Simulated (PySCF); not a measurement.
Vertical excitations of a molecule C₁₀H₇FS from TDA-B3LYP/def2-SVP (PySCF), as energy in eV (oscillator strength): 4.55 (0.540), 4.71 (0.002), 5.17 (0.132), 5.48 (0.046), 5.69 (0.008), 5.82 (0.026). Lowest triplet (TDA): 2.99 eV. Geometry optimised at B3LYP-D3(BJ)/def2-SVP. One conformer was computed; it need not be the lowest.

### Question
Pick the molecule that these values belong to.
A) Fc1cscc1-c1ccccc1
B) C=Cc1cc2ccsc2cc1F
C) Fc1ccc2ccc(S)cc2c1
D) Fc1csc(-c2ccccc2)c1

### Answer
D, Fc1csc(-c2ccccc2)c1
